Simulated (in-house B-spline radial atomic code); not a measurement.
Values are calculated unless marked as measured or tabulated.
## Correlation energy from the adiabatic connection: ω²r²/2 − Z/r, ω = 3.08, Z = 0.3

Two electrons in a singlet, external potential ω²r²/2 − Z/r, ω = 3.08, Z = 0.3 (atomic units). Full CI in B-splines (partial waves to l = 8, correlation up to 0.6 % small) with the density held fixed gives W(λ) = <V_ee>_λ − U, and E_c is the integral of W(λ) − W(0) from 0 to 1.

```
   λ  W(λ) − W(0) (hartree)
   0                0.00000
0.02               -0.00196
0.05               -0.00487
0.12               -0.01155
0.25               -0.02354
 0.4               -0.03676
 0.6               -0.05339
 0.8               -0.06899
   1               -0.08364
```

Question: Integrate the table by the trapezoid rule.

Answer: The strips give -0.00002, -0.00010, -0.00057, -0.00228, -0.00452, -0.00901, -0.01224, -0.01526, which sum to -0.04402 hartree. The direct value, W(1) − W(0) + T_c with T_c = 0.03955, is -0.04408; the curve is convex, so chords lie above it and the trapezoids fall short in size by 0.15 %.

Question: Now use only three numbers: W(0) = -1.3954, the initial slope W'(0) = -0.0982 (extrapolated from the first points) and the strong-coupling limit of the point-charge-plus-continuum model, W∞ = -1.9117. What do second-order theory and the interpolation W(λ) = W∞ + (W(0) − W∞)/√(1 + 2χλ) of Seidl, Perdew and Levy give?

Answer: Second order keeps the slope alone: E_c = W'(0)/2 = -0.04910, +11 % in size against -0.04408. Matching the slope fixes χ = W'(0)/(W∞ − W(0)) = -0.0982/(-0.51630) = 0.19020. Integrating, with s = √(1 + 2χ) = 1.174904, E_c = −(W(0) − W∞)(s − 1)/(s + 1) = −0.51630 × 0.174904/2.174904 = -0.04152 hartree, -5.8 % in size against the full result. At λ = 1 the formula gives W − W(0) = -0.07686 against -0.08364. Part of the miss can come from the model's W∞.
